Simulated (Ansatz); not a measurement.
Reaction (ligand exchange at a B–N bond): `BNC(C)=O` + `O[SiH]([SiH3])Cl` → `BO[SiH]([SiH3])Cl` + `CC(N)=O`

Program: Ansatz. Geometries: PBE0-D4/def2-TZVP. ΔE: electronic, gas phase. CCSD(T)/CBS is the MP2 limit (def2-TZVPP, def2-QZVPP) plus CCSD(T) − MP2 in def2-TZVPP, frozen cores. Each species was taken in one conformer, which may not be the lowest.

| species | MP2/def2-TZVPP energy (Eh) |
| --- | --- |
| `BNC(C)=O` | -234.23283 |
| `O[SiH]([SiH3])Cl` | -1115.98734 |
| `BO[SiH]([SiH3])Cl` | -1141.38357 |
| `CC(N)=O` | -208.84232 |

(1) Work out ΔE.

Largest T1 diagnostic among the species: 0.015.

Answers

(1) ΔE = (-1141.38357) + (-208.84232) − (-234.23283) − (-1115.98734) = -0.00572 Eh = -0.16 eV. CCSD(T)/CBS gives -0.15 eV.

In def2-TZVPP, CCSD(T) changes the Hartree–Fock value by +0.10 eV (the triples alone add +0.01 eV) and MP2 by +0.09 eV.
